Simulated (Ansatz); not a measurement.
A nudged elastic band was laid between two geometries of C$_{2}$H$_{5}$AlCl$_{2}$ (10 atoms, charge 0, multiplicity 1).

All numbers below come from Ansatz, RKS BHLYP/STO-3G.

| Item | Value |
| --- | --- |
| movable images | 7 |
| climbing image | yes |
| spring | 5.0 eV/Å² |
| optimiser | quadratic models (default) |
| start path | through a guess of the saddle point |
| force threshold | 0.05 eV/Å |
| iteration limit | 42 |
| end points | relaxed |

Initial state:

```xyz
10
Properties=species:S:1:pos:R:3
C -1.141 0.525 -0.597
C -0.055 -0.524 -0.346
Cl 1.606 0.065 -1.161
Al 1.156 -0.514 1.117
Cl 1.096 1.207 2.279
H -1.336 0.671 -1.662
H -2.063 0.168 -0.127
H -0.879 1.486 -0.148
H -0.270 -1.460 -0.876
H 1.967 -1.676 1.524
```

Final state:

```xyz
10
Properties=species:S:1:pos:R:3
C -1.119 0.539 -0.628
C 0.022 -0.463 -0.427
Cl 1.699 0.361 -0.957
Al 1.082 -0.613 1.142
Cl 0.772 0.887 2.547
H -2.049 0.047 -0.327
H -0.984 1.426 -0.006
H -1.219 0.847 -1.671
H -0.062 -1.312 -1.116
H 1.940 -1.772 1.446
```

**Question.** What changes between the two ends?

**Answer.** No bond is made or broken. The dihedral H8–C1–C2–Cl3 goes from -61 to 61°. The two ends are copies of one structure, up to a mirror image or an exchange of like atoms.

**Question.** Give the energies along the band, and the barrier.

**Answer.** It converged. The highest image is number 4 of 0 to 8, 12.6 kJ/mol above the ends, which have the same energy within 2 meV. A vibrational analysis at the climbing image gives one clearly imaginary mode, 228i cm⁻¹: a first-order saddle point. Limits of this set-up: minimal basis.

```tsv
image	path coordinate (Å)	energy (kJ/mol)	dihedral H8–C1–C2–Cl3 (°)
0	0.00	0.0	-61
1	0.42	1.8	-47
2	0.84	6.1	-33
3	1.27	10.6	-17
4	1.69	12.6	-1
5	2.11	10.8	15
6	2.53	6.3	31
7	2.96	1.8	46
8	3.38	0.0	61
```

**Question.** What is the geometry of the highest image?

**Answer.** 
```xyz
10
Properties=species:S:1:pos:R:3
C -1.151 0.524 -0.604
C 0.008 -0.478 -0.409
Cl 1.680 0.293 -1.033
Al 1.121 -0.585 1.126
Cl 0.853 0.948 2.501
H -1.908 0.113 -1.274
H -1.622 0.758 0.354
H -0.793 1.463 -1.033
H -0.099 -1.356 -1.056
H 1.994 -1.732 1.433
```

**Question.** What are the harmonic wavenumbers there?

**Answer.** 228i, 99, 120, 210, 317, 393, 590, 592, 663, 717, 835, 1096, 1160, 1204, 1276, 1451, 1629, 1728, 1733, 2643, 3438, 3515, 3601, 3615 cm⁻¹.

Run time: 15 min on 1 thread of Intel(R) Xeon(R) Processor @ 2.50GHz (Skylake/Cascade Lake) (shared host), peak memory 0.13 GiB.
